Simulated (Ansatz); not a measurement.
Calculated with Ansatz (gas phase, PBE0-D4/def2-TZVP geometries, no zero-point term in ΔE). CCSD(T)/CBS adds triple-zeta CCSD(T) − MP2 to the extrapolated MP2 energy (def2 sets, frozen cores). DFT in def2-TZVPP. For Se outer-core shells are correlated without core-valence functions, which leaves a few kJ/mol of doubt a bond. Scalar relativity is left out up to krypton. Each species was taken in one conformer, which may not be the lowest.

`N[SiH2][Se][SiH3]` → `N[SiH2][SiH2][SeH]`  (isomerisation)

Is it downhill or uphill in electronic energy at CCSD(T)/CBS, and by how much? (Best estimate.)

Ansatz gave: Uphill: ΔE = +77.2 kJ/mol.

What do these levels give: ωB97M-V, PBE0, MP2/def2-TZVPP, SCS-MP2/def2-TZVPP, SCS-MP2/def2-QZVPP, HF/CBS(def2)? (Estimate.)

Computed: ωB97M-V 78.4, PBE0 69.2, MP2/def2-TZVPP 84.4, SCS-MP2/def2-TZVPP 82.1, SCS-MP2/def2-QZVPP 83.6, HF/CBS(def2) 82.0 kJ/mol.

Largest T1 diagnostic among the species: 0.010.

From PBE to PBE0 (25 % exact exchange), in def2-TZVPP and without D4, ΔE moves by +4.0 kJ/mol.
